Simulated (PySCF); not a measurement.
Two-dimensional NMR puzzle

Compound of formula C$_{6}$H$_{5}$NOSi. Correlations simulated from computed shifts and the bond graph:

HSQC (one-bond C–H):
| δH | δC |
| --- | --- |
| 12.17 | 234.0 |
| 7.02 | 142.3 |
| 6.26 | 135.3 |
| 3.69 | 103.2 |

COSY cross peaks (H two or three bonds apart, from the bond graph; peaks can be absent where the dihedral angle is near 90°):
| δH | δH |
| --- | --- |
| 12.17 | 4.38 |
| 7.02 | 6.26 |
| 6.26 | 4.38 |

HMBC (two and three bonds, from the bond graph):
| δH | δC |
| --- | --- |
| 12.17 | 135.3, 120.9 |
| 7.02 | 135.3, 103.2, 86.8 |
| 6.26 | 234.0, 142.3, 120.9, 86.8 |
| 4.38 | 234.0, 142.3, 135.3, 120.9 |
| 3.69 | 142.3, 86.8 |

Carbons without hydrogens: δ 120.9, 86.8.

Calculated, not measured (PySCF 2.14.0 with density-fitted response routines): PBE0/pcSseg-1 with gauge-including orbitals, structure optimised with GFN2-xTB. Non-relativistic Hamiltonian, one conformer, gas phase.

Scale: TMS for $^{1}$H (σref 31.72), $^{13}$C (σref 186.93) (reference shieldings calculated alike).

Exchangeable hydrogens are left out of these lists.

Question: Work out the connectivity.

Answer: `C#C/C=C\[Si@@H](C#N)C=O`.

Mapped SMILES: `[CH:1]#[C:2]/[CH:3]=[CH:4]\[Si@@H:5]([C:6]#[N:7])[CH:8]=[O:9]`; H(Xn) means a hydrogen on atom n.

1. δC 234.0 is C8, a carbonyl carbon (δH 12.17).
2. δC 142.3 is C3, an alkene CH (δH 7.02).
3. δC 135.3 is C4, an alkene CH (δH 6.26).
4. δC 120.9 is C6, a nitrile carbon.
5. δC 103.2 is C1, a terminal alkyne carbon (δH 3.69).
6. δC 86.8 is C2, an alkyne carbon.
7. HMBC from δH 12.17 reaches the proton-free carbon C6.
8. HMBC from δH 7.02 reaches the proton-free carbon C2.
9. HMBC from δH 6.26 reaches the proton-free carbons C6, C2.
10. HMBC from δH 4.38 reaches the proton-free carbon C6.
11. COSY links 12.17–4.38, 7.02–6.26, 6.26–4.38.

The shifts were computed for this structure.

Shifts are as computed. Against solution values, carbons near 30 ppm lie about +3 ppm off and those near 130 ppm about +5 ppm. Of 1211 compounds with measured shifts, 218 miss one by over three times the rms of a fit or turn the order of signals round; such compounds aren't used in these exercises.
